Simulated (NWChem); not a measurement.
ZnBr$_{2}$; SMILES [Br][Zn][Br]

This build's default masses of Se (78.918 u) and Br (79.917 u) are each other's, which moves their modes by up to 0.6 %.

Q: Give the equilibrium geometry at B3LYP/6-31G* (spherical d) (NWChem) as a list of bonds and angles, with the point group.

A: point group C*v; any orientation.
Bond lengths (Å): Zn1–Br2 2.220, Zn1–Br3 2.220. Angles (°): Br2–Zn1–Br3 179.1.
